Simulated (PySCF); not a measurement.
# C₆ coefficients of unlike pairs at BHandHLYP

Calculated with PySCF 2.14 from the dipole response of each species, C₆(A,B) = (3/π) ∫ α_A(iu) α_B(iu) du, in atomic units, from isotropic polarisabilities. For ions this is the dispersion term alone; charge-induced terms of lower order in 1/R come first.

```
species           configuration                                                                            basis      relativity  α (bohr³)  C₆ (like pair)
   Al³⁺               [Ne] (1S)  aug-cc-pCVTZ-DK with one added diffuse shell each of s, p, d, f type (9s8p6d4f)   spin-free X2C     0.2370          0.2090
     Ag      [Kr] 4d10 5s1 (2S)   x2c-TZVPPall with one added diffuse shell each of s, p, d, f type (9s7p7d3f1g)   spin-free X2C      53.80           417.1
   As³⁺      [Ar] 3d10 4s2 (1S)                                                      aug-cc-pVQZ-DK (8s7p5d3f2g)   spin-free X2C      7.023           21.47
    Kr⁺  [Ar] 3d10 4s2 4p5 (2P)                                      aug-cc-pV5Z-PP with ECP10MDF (8s7p6d4f3g2h)  core potential      10.73           65.66
```

(1) Estimate C₆ for Kr⁺ with As³⁺.

No spin-orbit coupling is included.

The other pairs:

| pair | C₆ |
| --- | --- |
| As³⁺, Ag | 87.57 |
| Kr⁺, Al³⁺ | 2.606 |
| Ag, Al³⁺ | 4.926 |
| As³⁺, Al³⁺ | 1.414 |
| Kr⁺, Ag | 146.7 |

Answers

(1) The integral gives 37.29. The combination rule 2 C_A C_B / (C_A α_B/α_A + C_B α_A/α_B) gives 37.21 and the geometric mean 37.55.
